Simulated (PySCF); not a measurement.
Computed properties of Ti(OH)3(SH) (H₄O₃STi), SMILES [Ti]([SH])([OH])([OH])[OH], multiplicity 1

Ti(OH)3(SH) (H4O3STi), SMILES [OH][Ti]([OH])([OH])[SH], multiplicity 1. The structure is a stationary point at B3LYP-D3(BJ)/def2-SVP. The spin state was assumed, not searched. The structure was generated by enumeration; whether it is a known compound was not checked. One conformer was computed; it need not be the lowest. All values are computed for the isolated molecule unless a solvent is named; none is compared with measurement here.

**Structure.** All 21 harmonic modes at B3LYP-D3(BJ)/def2-SVP (PySCF) are real, so it is a minimum. With heavy atoms numbered as in [Ti:1]([OH:2])([OH:4])([OH:6])[SH:8], the shortest bond between them is Ti1–O6 at 1.777 Å and the longest Ti1–S8 at 2.324 Å.

**Vibrations.** The strongest infrared lines (harmonic, unscaled, degenerate partners summed) lie at 448 cm⁻¹ (258 km/mol, H 50 %, O 23 %, Ti 18 %, S 8 %), 3862 cm⁻¹ (245 km/mol, H 94 %), 3885 cm⁻¹ (232 km/mol, H 94 %). The softest mode is at 106 cm⁻¹ and the zero-point energy is 29.8 kcal/mol.

**Electronic structure.** ωB97X/def2-TZVP (PySCF) places the frontier levels at -9.59 and 0.38 eV, a gap of 9.97 eV, and gives a dipole moment of 1.94 D and a mean polarisability of 65.3 bohr³. PBE/def2-TZVP (PySCF) at the same geometry gives -6.02 and -2.76 eV, so its gap is 6.71 eV narrower. An orbital gap is neither the optical nor the fundamental gap.

**Excitations.** TDA-PBE0/def2-SVPD (PySCF) has S1 at 3.83 eV (324 nm, f = 0.002, dark); the most intense of the 10 singlets computed lies at 5.85 eV (f = 0.03). T1 (TDA) is at 3.58 eV, 0.25 eV under S1. TDA-PBE/def2-SVPD (PySCF) puts S1 at 3.26 eV. No vertical singlet excitation falls in the visible range (under 3.1 eV).

**NMR.** GIAO shifts at PBE0/pcSseg-1 (PySCF) (non-relativistic, atoms alike by connectivity averaged): ¹H from 4.5 to 8.3 ppm against TMS.
